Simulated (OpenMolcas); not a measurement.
**Tc II: CASPT2 settings compared**

```yaml
Program: OpenMolcas 26.06
Basis: ANO-R3 [8s6p5d3f2g1h]
Scalar_Hamiltonian: X2C, finite nucleus
Active_space: 6 electrons in 6 orbitals (4d 5s)
State_averaging: 2S+1 = 7 even, 1 root; 2S+1 = 5 even, 6 roots kept (CI in the orbitals of an earlier block)
Spin-orbit_coupling: state interaction with AMFI integrals over the reference wave functions, term energies averaged over their components
```

Methods on the same reference wave functions:
A. CASSCF
B. SS-CASPT2, IPEA 0.1 Eh, sigma1 regulariser 0.15 Eh (closed shells correlated: 3d 4s 4p)
C. SS-CASPT2, IPEA 0 Eh, sigma1 regulariser 0.25 Eh (closed shells correlated: none)
D. SS-CASPT2, IPEA 0.4 Eh, sigma1 regulariser 0.25 Eh (closed shells correlated: none)

Energies in cm⁻¹ above 4d⁵ 5s ⁷S₃.

| Level | A | B | C | D |
| --- | --- | --- | --- | --- |
| 4d⁵ 5s ⁷S₃ | 0.0 | 0.0 | 0.0 | 0.0 |
| 4d⁵ 5s ⁵S₂ | 17698 | 11510 | 10360 | 12040 |
| 4d⁶ ⁵D₄ | 18039 | 6470 | 5550 | 5600 |
| 4d⁶ ⁵D₃ | 18784 | 7220 | 6290 | 6350 |
| 4d⁶ ⁵D₂ | 19343 | 7770 | 6850 | 6910 |
| 4d⁶ ⁵D₁ | 19716 | 8150 | 7220 | 7280 |
| 4d⁶ ⁵D₀ | 19902 | 8330 | 7410 | 7470 |

Among B to D the level of the table that moves most is 4d⁵ 5s ⁵S₂, by 1700 cm-1 (lowest in C, highest in D). Moves below CASPT2's spread within the term are not significant.

The lowest spin-free term lies below A's lowest term by 0.568 hartree in B, 0.099 hartree in C, 0.087 hartree in D.

Term energies are means over components that CASPT2 splits; among the terms shown or strongly mixed into the levels shown the widest spread is 26 cm-1 (4d⁶ ⁵D, D). Terms from blocks run as CI alone lack orbitals of their own. A single d shell beside an s shell can misplace configurations of different d count against each other. Without dynamic correlation excited terms often stand tens of per cent too high (terms of higher spin than the ground term too low), and those without a measured partner can miss by more than the paired ones (holds for A). Only configurations of the active space appear.
